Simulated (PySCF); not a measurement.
Ligands exchanged one at a time, Ga F-OH. Gas-phase values, no solvent. One relaxed conformer stands for each flexible species; it need not be the lowest. Strings in code marks are SMILES.

Method: PBE0-D4/def2-TZVP run with PySCF 2.14.0. All candidates: neutral, multiplicity 1. Excitations are Tamm–Dancoff values on a coarser integration grid. The basis has no diffuse functions, so Rydberg states are missing or too high.

The HOMO–LUMO gap is 8.04 eV, the T1 excitation (TDA) is 5.89 eV and the HOMO comes out as -9.34 eV.

Task: Say which member has these values.
(A) `[OH][Ga]([OH])[F]` (H–O–Ga–F torsion 0°, F–Ga–O–H torsion -180°)
(B) `[OH][Ga]([F])[F]` (H–O–Ga–F torsion 180°)
(C) `[F][Ga]([F])[F]`
(D) `[OH][Ga]([OH])[OH]`

Result: A, `[OH][Ga]([OH])[F]` (H–O–Ga–F torsion 0°, F–Ga–O–H torsion -180°). The others give `[OH][Ga]([F])[F]` (H–O–Ga–F torsion 180°): 8.21 eV, 5.95 eV, -9.99 eV; `[F][Ga]([F])[F]`: 9.42 eV, 7.17 eV, -11.77 eV; `[OH][Ga]([OH])[OH]`: 8.07 eV, 6.02 eV, -8.95 eV
